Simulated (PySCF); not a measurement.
Computed shifts of a molecule C₄H₁₂O₄Si, PySCF with PBE0/pcSseg-1, GIAO, gas phase, equivalent atoms averaged, in ppm (number of nuclei): ¹³C: 54.4 (4). ²⁹Si: -81.0 (1). ¹H: 3.86 (12). References: ¹³C against TMS (σ = 186.3 ppm); ¹⁷O against H2O (σ = 334.2 ppm); ²⁹Si against TMS (σ = 352.7 ppm); ¹H against TMS (σ = 31.56 ppm), references at their B3LYP-D3(BJ)/def2-TZVP geometries, non-relativistic. Geometry: PBE0-D3(BJ)/def2-SVP. One conformer was computed; it need not be the lowest.

Q: Pick the molecule that these values belong to.
A) CO[Si](O)(O)OC(C)C
B) CCO[Si](O)(O)OCC
C) CCO[Si](O)(OC)OC
D) CO[Si](OC)(OC)OC

A: D, CO[Si](OC)(OC)OC
